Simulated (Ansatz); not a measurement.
**Molecular dynamics, step by step**

CH₃IK (charge +1), closed shell, PBE0-D4/def2-SVP (Ansatz 0.2.0). Settings (timestep in fs, temperature in K; T counts 12 degrees of freedom):

```yaml
hamiltonian: {xc: pbe0, dispersion: d4}
md: {n_steps: 60, timestep: 1.0, temperature: 1500, ensemble: nve, seed: 261, initial_velocities: maxwell_boltzmann}
```

Start:

```xyz
6
angstrom
K -1.4636 -0.4898 -3.3905
C 0.5176 0.1281 0.7468
I -1.4902 -0.1481 0.0628
H 1.0861 -0.7533 0.4693
H 0.9031 1.0317 0.2864
H 0.4470 0.2313 1.8251
```

| step | time (fs) | potential energy less the start (meV) | kinetic energy (meV) | T (K) |
| --- | --- | --- | --- | --- |
| 0 | 0.00 | 0.0 | 775.6 | 1500 |
| 4 | 4.00 | 159.1 | 618.5 | 1196 |
| 8 | 8.00 | 447.3 | 348.9 | 675 |
| 12 | 12.00 | 312.8 | 480.8 | 930 |
| 16 | 16.00 | 226.8 | 560.2 | 1083 |
| 20 | 20.00 | 182.6 | 603.6 | 1167 |
| 24 | 24.00 | 260.9 | 531.5 | 1028 |
| 28 | 28.00 | 433.4 | 362.8 | 702 |
| 32 | 32.00 | 194.7 | 583.6 | 1129 |
| 36 | 36.00 | 101.6 | 675.8 | 1307 |
| 40 | 40.00 | 449.2 | 346.3 | 670 |
| 44 | 44.00 | 480.1 | 318.8 | 617 |
| 48 | 48.00 | 321.8 | 464.9 | 899 |
| 52 | 52.00 | 322.0 | 463.1 | 896 |
| 56 | 56.00 | 317.8 | 471.5 | 912 |
| 60 | 60.00 | 343.5 | 449.9 | 870 |

Step 28, positions (Å) and forces (eV/Å):

```
atom       x       y       z      Fx      Fy      Fz
  K1  -1.554  -0.508  -3.564   0.041   0.014   0.073
  C2   0.435   0.183   1.113  -0.389   0.327   2.113
  I3  -1.451  -0.149   0.071  -0.296   0.267   0.335
  H4   0.750  -0.885   1.162   0.654   0.945  -0.229
  H5   0.942   0.923   0.445   0.157  -0.838   0.713
  H6   0.322   0.572   2.263  -0.167  -0.714  -3.005
```

Step 32, positions (Å) and forces (eV/Å):

| atom | x | y | z | Fx | Fy | Fz |
| --- | --- | --- | --- | --- | --- | --- |
| K1 | -1.566 | -0.511 | -3.588 | 0.044 | 0.015 | 0.084 |
| C2 | 0.450 | 0.193 | 1.180 | -0.823 | -0.704 | -1.207 |
| I3 | -1.449 | -0.149 | 0.072 | 0.192 | 0.281 | 0.507 |
| H4 | 0.756 | -0.848 | 1.281 | 0.763 | 0.064 | -0.292 |
| H5 | 0.976 | 0.885 | 0.519 | 0.457 | -0.310 | 0.153 |
| H6 | 0.278 | 0.580 | 2.162 | -0.633 | 0.653 | 0.755 |

Step 48, positions (Å) and forces (eV/Å):

```csv
atom,x,y,z,Fx,Fy,Fz
K1,-1.614,-0.520,-3.680,0.057,0.008,0.101
C2,0.433,0.187,1.338,-2.055,1.616,1.515
I3,-1.431,-0.148,0.079,1.109,-0.090,0.495
H4,0.837,-0.733,1.791,-0.247,-0.067,-0.520
H5,1.147,0.813,0.787,-0.095,-0.280,-0.185
H6,-0.096,0.832,2.163,1.231,-1.186,-1.405
```

Last step (60):

K1  (-1.648, -0.527, -3.746)
C2  (0.297, 0.213, 1.421)
I3  (-1.406, -0.147, 0.091)
H4  (0.533, -0.835, 1.768)
H5  (1.129, 0.605, 0.747)
H6  (-0.055, 0.984, 2.276)
(Å)

Hardware: 4 CPU threads of an Arm Neoverse N1, shared host. Wall time about 120 s.
